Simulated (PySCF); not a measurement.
Compound: CH8B3NS.
SMILES with atom numbers: `[BH2:1][N:2]([BH2:3])[BH:4][S:5][CH3:6]` (hydrogens: H7, H8 on B1; H9, H10 on B3; H11 on B4; H12, H13, H14 on C6)

A GFN2-xTB structure with every atom displaced at random (by about 0.01 Å) was refined with PBE0-D3(BJ)/def2-SVP geometry optimisation, gas phase (PySCF). Values at the start:

```csv
coordinate,start
B1–N2,1.409 Å
B1–H7,1.180 Å
N2–B4,1.482 Å
B4–S5,1.739 Å
B4–H11,1.155 Å
S5–C6,1.824 Å
C6–H12,1.097 Å
B1–N2–B3,120.1°
B1–N2–B4,118.7°
N2–B4–S5,122.9°
B3–N2–B4,121.2°
B4–S5–C6,101.4°
```

How do these coordinates change at the PBE0-D3(BJ)/def2-SVP level?

```csv
coordinate,PBE0-D3(BJ)/def2-SVP (Å or °),change
B4–H11,1.207,+0.052
B4–S5,1.785,+0.046
B1–N2,1.438,+0.029
B1–H7,1.207,+0.027
N2–B4,1.458,-0.024
S5–C6,1.817,-0.007
C6–H12,1.098,+0.001
N2–B4–S5,121.9,-1.0
B1–N2–B3,119.2,-0.9
B3–N2–B4,122.0,+0.8
B4–S5–C6,101.8,+0.4
B1–N2–B4,118.8,+0.1
```

The energy falls by 15.5 kJ/mol over 6 energy and gradient evaluations, the largest force component goes from 0.0302 to 3.6e-04 Eh/bohr, and the atoms move by 0.056 Å rms after alignment. The bond that changes most is B4–H11 (three-coordinate boron to B–H hydrogen), which lengthens by 0.052 Å. Bonds longer at the end by more than 0.005 Å: 8 of 13; shorter: 2. Rotational constants go from 7372, 1527, 1276 to 7282, 1506, 1258 MHz.

The run used 128 basis functions and 38 SCF cycles in all.

PBE0-D3(BJ)/def2-SVP frequencies: not computed here. One conformer, not necessarily the lowest.

Conformer computed: `[BH2:1][N:2]([BH2:3])[BH:4][S:5][CH3:6]`: B1–N2–B4–S5 179°, N2–B4–S5–C6 180°.
